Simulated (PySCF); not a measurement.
# Electronic absorption of C4H9NOSi2

Species: C₄H₉NOSi₂.
SMILES with atom numbers: `[N:1]#[C:2][CH2:3][SiH2:4][CH2:5][SiH2:6][CH:7]=[O:8]` (hydrogens: H9, H10 on C3; H11, H12 on Si4; H13, H14 on C5; H15, H16 on Si6; H17 on C7)

Method: PySCF, TDDFT B3LYP/def2-SVPD, vertical, gas phase, core orbitals frozen in the response. One conformer (not necessarily the lowest) at the GFN2-xTB geometry, without solvent, vibrations or thermal averaging. Torsions of this conformer, `[N:1]#[C:2][CH2:3][SiH2:4][CH2:5][SiH2:6][CH:7]=[O:8]`: C2–C3–Si4–C5 54°, C3–Si4–C5–Si6 -162°, Si4–C5–Si6–C7 -24°, C5–Si6–C7–O8 13°.

Problem. Predict the UV-vis stick spectrum at this level.

Solution. 

| state | E (eV) | ν̃ (cm⁻¹) | f | main configurations (H = HOMO, L = LUMO) |
| --- | --- | --- | --- | --- |
| S1 | 3.35 | 27000 | 0.0004 | H→L (94%) |
| S2 | 5.05 | 40760 | 0.0016 | H-1→L (94%) |
| S3 | 5.76 | 46450 | 0.0013 | H-3→L (55%), H-2→L (43%) |
| S4 | 6.00 | 48420 | 0.0001 | H-2→L (52%), H-3→L (42%) |
| S5 | 6.22 | 50150 | 0.0075 | H-4→L (67%), H→L+1 (22%) |
| S6 | 6.26 | 50510 | 0.011 | H→L+1 (57%), H→L+2 (24%), H-4→L (14%) |
| S7 | 6.33 | 51050 | 0.013 | H→L+2 (71%), H→L+1 (16%) |
| S8 | 6.56 | 52910 | 0.0037 | H-6→L (58%), H-5→L (31%) |

Triplets (Tamm–Dancoff): T1 2.70 eV, H→L (91%); T2 4.99 eV, H-1→L (90%); T3 5.56 eV, H-4→L (48%), H-9→L (15%), H-10→L (14%).

The lowest singlet lies at 3.35 eV (370 nm, ultraviolet) and is dark (f under 0.0005); its leading configuration is HOMO→LUMO (94%). The most intense listed level is S7 at 6.33 eV (196 nm, f = 0.013), 2.98 eV above S1. Löwdin shares by element: HOMO oxygen 40%, carbon 17% or more, silicon 10% or more, hydrogen 8% or more (atoms not listed hold the other 25%); LUMO carbon 42% or more, oxygen 34%, silicon 11% or more, hydrogen 6% or more. The oscillator strengths of these states sum to 0.039; summed over the whole spectrum of an exact calculation they would give the number of electrons, 76 (Thomas–Reiche–Kuhn). The listed states span 3.21 eV, and the widest gap between neighbours is 1.71 eV (S1 to S2). Weighted by f, the mean energy of these states is 6.21 eV. No computed singlet lies in the visible range (380 to 750 nm); the lowest, at 370 nm, stands 0.09 eV above its violet end (3.26 eV); a Tamm–Dancoff triplet lies at 459 nm, without intensity as long as spin–orbit coupling is left out. Singlets were solved by full linear response, triplets in the Tamm–Dancoff approximation.
